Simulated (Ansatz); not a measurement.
Geometry optimisation, DFT PBE, scalar-relativistic, plane waves, PAW (Ansatz).

The input (input.yaml):

```yaml
crystal:
  lattice:
    - [5.43058, 0.0, 0.0]
    - [2.71529, 4.70302, 0.0]
    - [0.0, 0.0, 16.43405]
  atoms:
    - { symbol: Ir, position: [0.1666667, 0.1666667, 0.0608493] }
    - { symbol: Ir, position: [0.6666667, 0.1666667, 0.0608493] }
    - { symbol: Ir, position: [0.1666667, 0.6666667, 0.0608493] }
    - { symbol: Ir, position: [0.6666667, 0.6666667, 0.0608493] }
    - { symbol: Ir, position: [-0.1666667, 0.3333333, 0.1957536] }
    - { symbol: Ir, position: [0.3333333, 0.3333333, 0.1957536] }
    - { symbol: Ir, position: [-0.1666667, 0.8333333, 0.1957536] }
    - { symbol: Ir, position: [0.3333333, 0.8333333, 0.1957536] }
    - { symbol: Ir, position: [0.0, 0.0, 0.330658] }
    - { symbol: Ir, position: [0.5, 0.0, 0.330658] }
    - { symbol: Ir, position: [0.0, 0.5, 0.330658] }
    - { symbol: Ir, position: [0.5, 0.5, 0.330658] }
    - { symbol: F, position: [0.4836118, 0.5116545, 0.454182] }
basis:
  ecutwfc: 420.0
kpoints:
  mp_grid: { grid: [4, 4, 1] }
hamiltonian:
  xc: pbe
scf:
  occupations: { method: gaussian, width: 0.1 }
  lower_state_search: "off"
relax:
  f_tol: 0.03
  max_steps: 60
  adjacent_minimum: "off"
  constraints: [{ sites: [0, 1, 2, 3] }]
output:
  write_density: true
  write_potential: true
  elf: true
  volumetric_format: npy
```

Command:

```bash
$ ansatz run input.yaml --threads 4 --pin off --max-ram 10240MiB --backend cpu --events-out ev --progress --plain --runs-dir out
```

**Question.** Where does it end, and by what steps?

**Answer.** It converged. Limits of this set-up: coarse k mesh, thin slab, slab without dipole correction, odd electron count without spin. After 4 steps the energy has fallen by 0.107 eV; F13 moved furthest, 0.09 Å.

| step | energy less start (eV) | largest force component (eV/Å) | accepted |
| --- | --- | --- | --- |
| 0 | 0.0000 | 1.053 | yes |
| 1 | 0.0478 | 1.045 | no |
| 2 | -0.1028 | 0.185 | yes |
| 3 | -0.1064 | 0.062 | yes |
| 4 | -0.1067 | 0.012 | yes |

```xyz
13
Lattice="5.4306 0.0000 0.0000 2.7153 4.7030 0.0000 0.0000 0.0000 16.4340" Properties=species:S:1:pos:R:3
Ir 1.358 0.784 1.000
Ir 4.073 0.784 1.000
Ir 2.715 3.135 1.000
Ir 5.431 3.135 1.000
Ir -0.007 1.572 3.197
Ir 2.722 1.572 3.196
Ir 1.358 3.919 3.180
Ir 4.073 3.911 3.195
Ir -0.004 -0.003 5.354
Ir 2.719 -0.002 5.354
Ir 1.358 2.357 5.354
Ir 4.073 2.351 5.447
F 4.071 2.353 7.411
```

Whether the end is a true minimum wasn't checked by a vibrational analysis.

Run time: 56 s on 4 threads of Arm Neoverse V2 (shared host), peak memory 1.6 GiB.
